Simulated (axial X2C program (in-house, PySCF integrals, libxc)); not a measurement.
NaSe⁺: from Re and ωe to a spectrum

A bond curve at the CCSD(T) level, two-component, was computed with an in-house relativistic program for diatomic molecules (basis Se dyall-cv3z [8s9p6d4f1g], Na dyall-cv3z [9s8p5d2f] (cores contracted in-house)) for the state Ω = 1 (⟨Sz⟩ = 0.96, ⟨Lz⟩ = 0.04 at HF). Its fit gives Re = 2.9635 Å, ωe = 153.6 cm⁻¹, ωexe = 1.43 cm⁻¹ and αe = 1.198e-03 cm⁻¹; the masses are 79.9165 and 22.9898 u. Two-component means X2C with spin–orbit coupling and atomic mean-field Coulomb and Gaunt terms.

Correlated methods: 14 electrons correlated (number of frozen shells: Se 3 s, 2 p, 1 d; Na 1 s), 236 virtual spin orbitals or spinors in MP2, 90 natural virtuals in coupled cluster.

Question: Find the reduced mass, Be and the force constant.

Answer: From the CCSD(T) values: μ = 17.8538 u. Be = 16.8576/(μ Re²) = 0.1075 cm⁻¹. k = 5.8918×10⁻⁷ μ ωe² = 0.248 mdyn/Å.

Question: Where do the fundamental and the first overtone lie?

Answer: ν(1←0) = ωe − 2ωexe = 150.7 cm⁻¹; ν(2←0) = 2ωe − 6ωexe = 298.6 cm⁻¹.

Question: Estimate De from a Morse curve and compare with the computed well depth of 0.470 eV to Se + Na+.

Answer: De(Morse) = ωe²/(4ωexe) = 0.511 eV against 0.470 eV computed, a ratio of 1.09. For De the Morse form works well here.

Question: Estimate the centrifugal constant by the Kratzer relation.

Answer: D = 4Be³/ωe² = 2.11e-07 cm⁻¹.

Question: A Morse curve ties αe to the other constants (Pekeris). How well does that hold?

Answer: αe(Morse) = 6Be²/ωe × (√(ωexe/Be) − 1) = 1.195e-03 cm⁻¹; the CCSD(T) curve gives 1.198e-03 cm⁻¹, a ratio of 1.00.

Occupations by symmetry block were frozen at the best pattern of an incomplete PBE0 search. De is counted from the lowest determinant-based energies of the atoms at the same level, without counterpoise correction. Coupled cluster ran in a truncated set of natural virtual spinors; the MP2 energy of the rest was added. (T) has no such correction and the atoms are truncated less, which lowers De at CCSD(T) by a hundredth of an eV or more. With several unpaired electrons one determinant need not be a pure state. Open-shell Ω = 0 determinants with evenly filled partner blocks cannot be reached by this program, so the Ω shown need not be the lowest component. This is the Ω = 1 component of a π² triplet; the 0⁺ component is not one determinant and can lie lowest.
